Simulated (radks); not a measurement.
Values are calculated unless marked as measured or tabulated.
Valence configurations of Mo I (all share [Kr]). Code: a radial shooting solver on a logarithmic mesh with Libxc functionals. Model: scalar-relativistic Kohn-Sham, SCAN, spin-unpolarised, spherical densities, finite nucleus; meta-GGA in the generalised Kohn-Sham scheme; Fermi nuclear charge, rms radius 4.4091 fm. Energies are relative to 4d5 5s1; eigenvalues in eV.

4d5 5s1: E (eV) 0.000; e(4d) -3.733; e(5s) -4.103
4d4 5s2: E (eV) 0.023; e(4d) -5.697; e(5s) -5.029
4d5.5 5s0.5: E (eV) 0.268; e(4d) -2.910; e(5s) -3.617
4d6: E (eV) 0.707; e(4d) -2.204
4d5 5s0.5 5p0.5: E (eV) 1.589; e(4d) -4.416; e(5p) -1.315; e(5s) -4.466
4d4.5 5s1 5p0.5: E (eV) 1.662; e(4d) -5.321; e(5p) -1.513; e(5s) -4.990
4d5 5p1: E (eV) 3.169; e(4d) -5.036; e(5p) -1.661
4d4 5s1 5p1: E (eV) 3.817; e(4d) -6.909; e(5p) -2.095; e(5s) -5.868
4d3 5s1.5 5p1.5: E (eV) 7.646; e(4d) -9.740; e(5p) -2.781; e(5s) -7.029
4d3 5s1 5p2: E (eV) 9.781; e(4d) -10.260; e(5p) -3.057; e(5s) -7.345

NIST lists [Kr] 4d5 5s1 as the ground configuration; this level of theory agrees among the configurations tried. The energies are those of spherical spin-averaged densities, not of single terms.
